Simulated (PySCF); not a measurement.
C₅H₁₀O₂Si.
Cartesian coordinates in Å at the GFN2-xTB level; atoms count from 1:
```
atom  x, y, z in Å
C1     3.0858    0.7749    0.2118
C2     2.4406   -0.3007   -0.1999
C3     1.3622   -0.3009   -1.2249
Si4   -0.2874   -0.8268   -0.4611
O5    -0.8510    0.2632    0.6259
C6    -2.2161    0.4956    0.4411
C7    -2.5909    0.0609   -0.9937
O8    -1.5577   -0.7322   -1.4989
H9     2.8702    1.7510   -0.1909
H10    3.8506    0.7295    0.9680
H11    2.6703   -1.2698    0.2222
H12    1.6072   -1.0237   -2.0028
H13    1.2943    0.6830   -1.6904
H14   -0.2647   -2.1709    0.1172
H15   -2.4153    1.5562    0.6089
H16   -2.7769   -0.0943    1.1727
H17   -2.7119    0.9293   -1.6485
H18   -3.5181   -0.5178   -0.9978
```

NICS = −σ at a ghost point: NICS(0) at the centroid of the ring atoms, NICS(1) 1 Å to either side along the normal of their mean plane, zz for the tensor component along that normal. Level: GIAO PBE0/pcSseg-1 (PySCF, non-relativistic, gas phase) on the GFN2-xTB geometry, one conformer.

Ring bond lengths (Å), with Mayer bond orders in brackets: Si4–O5 1.639 (0.99), O5–C6 1.397 (0.90), C6–C7 1.545 (1.03), C7–O8 1.397 (0.90), O8–Si4 1.643 (0.98).

Problem. Give the NICS values of each ring in ppm.

Solution. 
```csv
ring,type,NICS(0),"NICS(1), two faces","NICS(1)zz, two faces",rms pucker (Å),"centre to ring atoms, mean (Å)"
Si4–O5–C6–C7–O8,5-membered ring with 2 O and Si; formal bonds all single,-7.4,-2.2 / -2.7,-5.7 / -5.3,0.08,1.29
```

Problem. What can be read from them?

Solution. 
- Si4–O5–C6–C7–O8: mean NICS(1)zz -5.5 ppm, shielded. Si4, C6, C7 have four or more neighbours; no verdict on aromaticity is drawn.

Problem. What is the mean of the two in-plane components of NICS at the second NICS(1) probe listed for ring Si4–O5–C6–C7–O8, 1 Å off the ring?

Solution. The isotropic value is a third of the trace: (3 × -2.7 − (-5.3))/2 = -1.4 ppm.

Problem. Give the inner angles of the rings and the Hirshfeld charges of the ring atoms.

Solution. 
- Si4–O5–C6–C7–O8: Si4 96.6° (+0.473 e), O5 111.0° (-0.243 e), C6 108.2° (+0.002 e), C7 108.4° (+0.002 e), O8 112.1° (-0.247 e); sum 536.4° against 540° for a flat convex ring.
